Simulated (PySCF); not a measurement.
Molfile (atoms numbered from 1):
```
C3H10F2OSi2
     RDKit          3D

 18 17  0  0  0  0  0  0  0  0999 V2000
   -1.5973   -1.5160    0.0209 C   0  0  0  0  0  0  0  0  0  0  0  0
   -0.6923   -0.5964   -0.5416 O   0  0  0  0  0  0  0  0  0  0  0  0
   -0.4572    0.5753    0.2447 C   0  0  2  0  0  0  0  0  0  0  0  0
   -0.4577    2.0218   -1.0078 Si  0  0  0  0  0  4  0  0  0  0  0  0
    0.8790    0.3882    0.9256 C   0  0  0  0  0  0  0  0  0  0  0  0
    0.7235    0.0977    2.2632 F   0  0  0  0  0  0  0  0  0  0  0  0
    1.5853    1.5711    0.9332 F   0  0  0  0  0  0  0  0  0  0  0  0
    1.8580   -1.0167    0.0272 Si  0  0  0  0  0  4  0  0  0  0  0  0
   -1.2940   -1.8164    1.0290 H   0  0  0  0  0  0  0  0  0  0  0  0
   -1.6019   -2.3867   -0.6328 H   0  0  0  0  0  0  0  0  0  0  0  0
   -2.6052   -1.0892    0.0644 H   0  0  0  0  0  0  0  0  0  0  0  0
   -1.2486    0.6970    0.9911 H   0  0  0  0  0  0  0  0  0  0  0  0
   -1.7629    1.9512   -1.6664 H   0  0  0  0  0  0  0  0  0  0  0  0
    0.6175    1.7769   -1.9629 H   0  0  0  0  0  0  0  0  0  0  0  0
   -0.2956    3.2848   -0.2945 H   0  0  0  0  0  0  0  0  0  0  0  0
    3.2057   -0.9177    0.5920 H   0  0  0  0  0  0  0  0  0  0  0  0
    1.8713   -0.7241   -1.3979 H   0  0  0  0  0  0  0  0  0  0  0  0
    1.2636   -2.2945    0.4010 H   0  0  0  0  0  0  0  0  0  0  0  0
  1  2  1  0
  2  3  1  0
  3  4  1  0
  3  5  1  0
  5  6  1  0
  5  7  1  0
  5  8  1  0
  1  9  1  0
  1 10  1  0
  1 11  1  0
  3 12  1  1
  4 13  1  0
  4 14  1  0
  4 15  1  0
  8 16  1  0
  8 17  1  0
  8 18  1  0
M  END
```

Calculated, not measured (PySCF 2.14.0 with density-fitted response routines): PBE0/pcSseg-1 with gauge-including orbitals, geometry from GFN2-xTB. No relativistic terms, one computed conformer, one averaged value for each set of equivalent atoms, no solvent model.

Chemical shifts δ = σref − σ; 13C and 1H and 29Si against TMS; 17O vs H2O; 19F vs CFCl3, all at this level.

```tsv
atoms	nucleus	count	Hirshfeld charge	δ (ppm)
H13/H14/H15	1H	3	-0.07	3.87
Si4	29Si	1	0.30	?
Si8	29Si	1	0.28	-77.8
O2	17O	1	-0.11	?
F7	19F	1	-0.10	-119.4
H12	1H	1	0.04	3.51
C5	13C	1	0.09	?
H9/H10/H11	1H	3	0.05	3.56
H16/H17/H18	1H	3	-0.07	3.95
F6	19F	1	-0.12	?
C1	13C	1	-0.04	62.4
C3	13C	1	-0.06	81.5
```

Task: Estimate the values marked ?.

Result: 
- C5: 143.4 ppm, fully substituted sp3 carbon bonded to 2 F and Si; 2 electronegative neighbours deshield it
- O2: 30.3 ppm, ether oxygen
- Si4: -75.1 ppm, silicon bonded to C, 3 H
- F6: -103.8 ppm, fluorine of a CF2 group

Shifts are as computed. Against solution values, carbons near 30 ppm lie about +3 ppm off and those near 130 ppm about +5 ppm. Of 1211 compounds with measured shifts, 218 miss one by over three times the rms of a fit or turn the order of signals round; such compounds aren't used in these exercises. Unscaled 19F shifts against computed CFCl3 carry errors that often reach 10 to 50 ppm. Experimental scales use liquid or dissolved standards, which lie at an offset from isolated H2O (liquid H2O: subtract about 36 ppm).
